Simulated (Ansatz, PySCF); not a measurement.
The pair A = CH4 (SMILES C) (first 5 atoms), B = CH5N (SMILES CN); geometry from B3LYP-D3(BJ)/def2-TZVP.
(charge 0, multiplicity 1):
```tsv
atom	x (Å)	y (Å)	z (Å)
C	0.0653	0.0200	0.0701
H	0.9332	-0.6372	0.0123
H	-0.4657	-0.1539	1.0059
H	0.3982	1.0570	0.0235
H	-0.5943	-0.1827	-0.7734
C	0.4778	0.0692	3.8052
N	-0.9056	-0.3381	3.5626
H	0.6476	1.0482	3.3546
H	1.1504	-0.6329	3.3104
H	0.7666	0.1278	4.8632
H	-1.5536	0.3071	3.9977
H	-1.0872	-1.2528	3.9575
```

Correlated levels freeze the cores. CBS: X⁻³ extrapolation of the correlation energy, Hartree–Fock from the larger set. MP2 and its Hartree–Fock in aug-cc-pVTZ are density fitted.

Programs: Ansatz (a first-principles code) with Gaussian orbitals; PySCF for the dispersion terms. 

The monomers are drawn apart, rigid, along the line of their centres of mass. Counterpoise-corrected interaction energies (kcal/mol):

```
level                                                     R = 4.697 Å  R = 5.737 Å
--------------------------------------------------------  -----------  -----------
PBE/def2-TZVPPD                                               -0.3742      -0.0987
PBE-D3(BJ)/def2-TZVPPD                                        -0.6414      -0.1821
wB97M-V/def2-TZVPPD                                           -0.4892      -0.1547
MP2/CBS(aug-cc-pVDZ, aug-cc-pVTZ) + ΔCCSD(T)/aug-cc-pVDZ      -0.5042      -0.1518
```

Problem. R is the distance of the centres of mass. Find the local exponent m of E ∝ R⁻ᵐ between the two points.

Solution. 
m = ln(E₁/E₂)/ln(R₂/R₁): PBE/def2-TZVPPD 6.7; PBE-D3(BJ)/def2-TZVPPD 6.3; wB97M-V/def2-TZVPPD 5.8; MP2/CBS(aug-cc-pVDZ, aug-cc-pVTZ) + ΔCCSD(T)/aug-cc-pVDZ 6.0. For scale, two fixed dipoles give m = 3, dipole and quadrupole 4, quadrupoles 5, and dispersion or dipole-induced dipole 6 at long range; at these distances several terms mix, and what is left of overlap and damping shifts m, so it need not match one of them.
